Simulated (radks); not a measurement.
All-electron atom: Ir III in [Kr] 4d10 4f14 5s1.75 5p6 5d7 6p0.25 (fractional occupations, a model configuration).

Calculated with a radial shooting solver on a logarithmic mesh with Libxc functionals: scalar-relativistic Kohn-Sham, PBE, spin-polarised, spherical densities, finite nucleus; open shells are filled with parallel spins first (spin-orbit coupling, left out, can overturn this in heavy ions); Fermi nuclear charge, rms radius 5.4032 fm.

Energy parts (hartree):
total: -17822.2282
kinetic: 19805.0636
electron-nucleus: -44162.8545
Hartree: 6881.0596
exchange-correlation: -345.4970

Orbitals (lengths in bohr, moments of r in powers of bohr; <r^-3> diverges for s and p1/2):
1s up: occ. 1; eigenvalue (hartree) -2797.382; <1/r> 92.15; <r^2> 0.0004196
1s down: occ. 1; eigenvalue (hartree) -2797.381; <1/r> 92.15; <r^2> 0.0004196
2s up: occ. 1; eigenvalue (hartree) -489.9972; <1/r> 21.59; <r^2> 0.006419
2s down: occ. 1; eigenvalue (hartree) -489.9889; <1/r> 21.59; <r^2> 0.006419
2p up: occ. 3; eigenvalue (hartree) -425.9056; <1/r> 19.36; <r^-3> 23040; <r^2> 0.005363
2p down: occ. 3; eigenvalue (hartree) -425.8987; <1/r> 19.36; <r^-3> 23040; <r^2> 0.005363
3s up: occ. 1; eigenvalue (hartree) -115.1693; <1/r> 8.002; <r^2> 0.04149
3s down: occ. 1; eigenvalue (hartree) -115.1657; <1/r> 8.002; <r^2> 0.04149
3p up: occ. 3; eigenvalue (hartree) -96.41864; <1/r> 7.338; <r^-3> 5218; <r^2> 0.04244
3p down: occ. 3; eigenvalue (hartree) -96.41469; <1/r> 7.338; <r^-3> 5218; <r^2> 0.04243
3d up: occ. 5; eigenvalue (hartree) -75.74576; <1/r> 6.918; <r^-3> 657.5; <r^2> 0.03516
3d down: occ. 5; eigenvalue (hartree) -75.73956; <1/r> 6.917; <r^-3> 657.5; <r^2> 0.03516
4s up: occ. 1; eigenvalue (hartree) -25.14774; <1/r> 3.418; <r^2> 0.2023
4s down: occ. 1; eigenvalue (hartree) -25.13895; <1/r> 3.417; <r^2> 0.2023
4p up: occ. 3; eigenvalue (hartree) -18.99537; <1/r> 3.095; <r^-3> 1238; <r^2> 0.2307
4p down: occ. 3; eigenvalue (hartree) -18.98689; <1/r> 3.095; <r^-3> 1238; <r^2> 0.2307
4d up: occ. 5; eigenvalue (hartree) -11.42984; <1/r> 2.766; <r^-3> 135.2; <r^2> 0.2648
4d down: occ. 5; eigenvalue (hartree) -11.41972; <1/r> 2.767; <r^-3> 135.3; <r^2> 0.2645
4f up: occ. 7; eigenvalue (hartree) -3.02248; <1/r> 2.315; <r^-3> 24.98; <r^2> 0.3516
4f down: occ. 7; eigenvalue (hartree) -3.00660; <1/r> 2.320; <r^-3> 25.08; <r^2> 0.3482
5s up: occ. 1; eigenvalue (hartree) -4.34615; <1/r> 1.376; <r^2> 1.074
5s down: occ. 0.75; eigenvalue (hartree) -4.28191; <1/r> 1.383; <r^2> 1.066
5p up: occ. 3; eigenvalue (hartree) -2.75827; <1/r> 1.167; <r^-3> 198.2; <r^2> 1.445
5p down: occ. 3; eigenvalue (hartree) -2.68117; <1/r> 1.173; <r^-3> 201.1; <r^2> 1.435
5d up: occ. 5; eigenvalue (hartree) -0.97914; <1/r> 0.8163; <r^-3> 11.97; <r^2> 2.953
5d down: occ. 2; eigenvalue (hartree) -0.89515; <1/r> 0.8113; <r^-3> 11.89; <r^2> 3.037
6s up: occ. 0; eigenvalue (hartree) -0.83639; <1/r> 0.5071; <r^2> 7.064
6s down: occ. 0; eigenvalue (hartree) -0.77952; <1/r> 0.4945; <r^2> 7.360
6p up: occ. 0.25; eigenvalue (hartree) -0.55046; <1/r> 0.3959; <r^-3> 21.64; <r^2> 11.34
6p down: occ. 0; eigenvalue (hartree) -0.50889; <1/r> 0.3852; <r^-3> 19.83; <r^2> 11.80
6d up: occ. 0; eigenvalue (hartree) -0.27505; <1/r> 0.2536; <r^-3> 1.179; <r^2> 27.78

The highest occupied level is 6p up at -14.979 eV. The configuration is held as typed, so some empty levels lie below it. Spin moment in Bohr magnetons: 3.5. The electron density at the nucleus is 1.948e+06 e/bohr^3 (large components only). The density falls to 0.001 e/bohr^3 at r = 3.75 bohr. Summed over all electrons, <r^2> = 44.26 bohr^2, which gives a Langevin (diamagnetic) susceptibility term of -35.1 x 10^-6 cm^3/mol. The spin density at the nucleus is 294.1 e/bohr^3 (1s 0.8, 2s -1.3, 3s 0.3, 4s 1.9, 5s 292.4).
